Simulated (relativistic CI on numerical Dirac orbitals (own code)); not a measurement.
## One change at a time: Re L

Base calculation: Dirac-Coulomb-Breit CI, KLI orbitals optimised for each configuration, model QED (radiative potential, 1s self-energy scaled to tabulated hydrogen-like ionisation energies), unscaled Slater integrals.

Configurations in the expansion (outside the closed core [Ne]): 3s²3p⁶3d⁸, 3s²3p⁵3d⁹, 3s²3p⁴3d¹⁰, 3s3p⁶3d⁹, 3p⁶3d¹⁰, 3s3p⁵3d¹⁰, 3s²3p⁶3d⁷4s, 3s²3p⁶3d⁷4p, 3s²3p⁴3d⁹4s, 3s²3p⁶3d⁷4d, 3s²3p⁴3d⁹4p, 3s²3p⁵3d⁸4s, 3s²3p⁶3d⁷4f, 3s²3p⁴3d⁹4d, 3s3p⁵3d⁹4s, 3s²3p⁵3d⁸4p, 3s3p⁵3d⁹4p, 3s²3p⁶3d⁶4s², 3s²3p⁵3d⁸4d, 3s3p⁵3d⁹4d, 3s3p⁶3d⁸4s, 3p⁶3d⁹4s, 3s²3p⁶3d⁶4s4p, 3s²3p⁵3d⁸4f, 3s²3p⁶3d⁷5s, 3p⁶3d⁹4p, 3s3p⁶3d⁸4p, 3s²3p⁶3d⁶4p², 3s²3p⁶3d⁶4s4d, 3s²3p⁶3d⁷5p, 3s²3p⁵3d⁷4s², 3s²3p⁶3d⁷5d, 3p⁶3d⁹4d, 3s²3p⁶3d⁶4p4d, 3s3p⁶3d⁸4d, 3s²3p⁶3d⁷5f. Levels of other configurations are missing.

Variants: (1) configuration mixing switched off; (2) Breit term removed. Shifts of the energy above 3s²3p⁶3d⁸ ³F4, in eV, for the lowest level and the first level of each name with at least 55 % of one term (blank where a level changes its place among those of its configuration and J or its character, or is not in the variant):

```
         Level     Base   Δ(1)   Δ(2)
 3s²3p⁶3d⁸ ³F4     0.00   0.00   0.00
 3s²3p⁶3d⁸ ³F3    69.69  -0.04  +1.22
 3s²3p⁶3d⁸ ³P1    84.85  +0.42  +0.30
 3s²3p⁶3d⁸ ¹G4    84.95  +0.03  +1.93
 3s²3p⁶3d⁸ ³F2   146.63  +0.24  +2.65
3s²3p⁵3d⁹ ³F°4   439.71  -0.51  +2.84
3s²3p⁵3d⁹ ³D°3   465.67  +0.31  +2.76
3s²3p⁵3d⁹ ³P°0   532.62  +0.38  +3.41
3s²3p⁵3d⁹ ³F°3   535.00  -0.19  +4.39
3s²3p⁵3d⁹ ³F°2   846.08  -0.26  +7.80
3s²3p⁴3d¹⁰ ³P2   909.71  +3.06  +5.31
3s²3p⁴3d¹⁰ ¹S0   932.87  +0.23  +4.77
  3s3p⁶3d⁹ ³D3  1026.61  +0.95  +2.59
  3s3p⁶3d⁹ ³D1  1099.32  +0.93  +3.78
```

At this charge energies of transitions that change n are usually good to better than 1 %, and those within a shell (Δn = 0) to a few per cent.

Ionisation energy from the two ground configurations alone: base 4467.93 eV; Breit term removed 4470.96 eV. The NIST ASD value (theoretical) is 4468 eV.

LS names give the leading component of a level, which can be under half, so a name can repeat, a term be missing and a line seem to break the LS rules.
